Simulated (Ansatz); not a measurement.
The lowest singlet and triplet of H3NSi (SMILES [N][SiH3]); geometries from B3LYP-D3(BJ)/def2-TZVP, each state relaxed from the structure named, with no frequency check, low spin by broken symmetry.
Singlet (charge 0, multiplicity 1):
```xyz
5

N      1.313    -0.008    -0.149
Si    -0.456     0.003     0.052
H     -0.934     1.407     0.023
H     -0.795    -0.624     1.353
H     -1.069    -0.766    -1.059
```
Triplet (charge 0, multiplicity 3):
```xyz
5

N      1.31794    -0.00786    -0.14912
Si    -0.45915     0.00274     0.05195
H     -0.93343     1.40726     0.02313
H     -0.79510    -0.62430     1.35288
H     -1.06890    -0.76627    -1.05949
```

A positive gap puts the triplet lower; no zero-point energy. R- takes a restricted singlet, here one determinant of a half-filled degenerate or near-degenerate pair, which mixes singlet states. U- takes an unrestricted singlet (broken symmetry where lower, unprojected). The triplet is unrestricted in single-reference levels. Active spaces average the two states.

Cores are frozen in the correlated methods.

Programs: Ansatz (Gaussian basis) for Hartree–Fock, density functionals and correlated methods. Values without a source in brackets are computed.

Task: One of these levels gives 46.2 kJ/mol for the gap E(singlet) − E(triplet), adiabatic. Name it.
A) R-SVWN5/def2-TZVPP
B) U-B3LYP/def2-TZVPP (spin-contaminated)
C) R-BHLYP/def2-TZVPP
D) FIC-NEVPT4(SD) on SA-CASSCF(2,2)/cc-pV(T+d)Z

Result: B, U-B3LYP/def2-TZVPP (spin-contaminated). The others give 170.4 (R-SVWN5/def2-TZVPP), 197.8 (R-BHLYP/def2-TZVPP), 142.9 (FIC-NEVPT4(SD) on SA-CASSCF(2,2)/cc-pV(T+d)Z)

Doubts at one or more of the structures used: a restricted determinant that unrestricted orbitals would lower (R-SVWN5/def2-TZVPP, R-BHLYP/def2-TZVPP).

Ansatz is a first-principles code.
